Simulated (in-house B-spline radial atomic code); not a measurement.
Inner-shell binding energies (edges) and X-ray emission energies of free atoms and ions, as differences of relaxed hole-state energies with first-order Breit, QED and recoil terms, without correlation or multiplet splittings, in NIST's listed ground configurations. For neutral atoms such line energies lie within some 1 to 5 eV of tabulated X-ray lines (up to 20 eV for the heaviest). K = 1s, L1 = 2s. A dash marks a subshell that is part filled or wasn't run, or a line left out. Computed with an all-electron radial atomic-structure program (B-spline basis): Dirac-Hartree-Fock, average of the configuration, finite nuclei.

```csv
ion,configuration,K edge (eV),L1 edge (eV)
C,[He] 2s2 2p2,296.98,18.031
N+,[He] 2s2 2p2,432.54,38.806
O2+,[He] 2s2 2p2,595.65,66.589
F3+,[He] 2s2 2p2,786.19,101.3
Ne4+,[He] 2s2 2p2,1004.15,142.89
Mg6+,[He] 2s2 2p2,1522.32,246.73
Al7+,[He] 2s2 2p2,1822.59,308.98
```
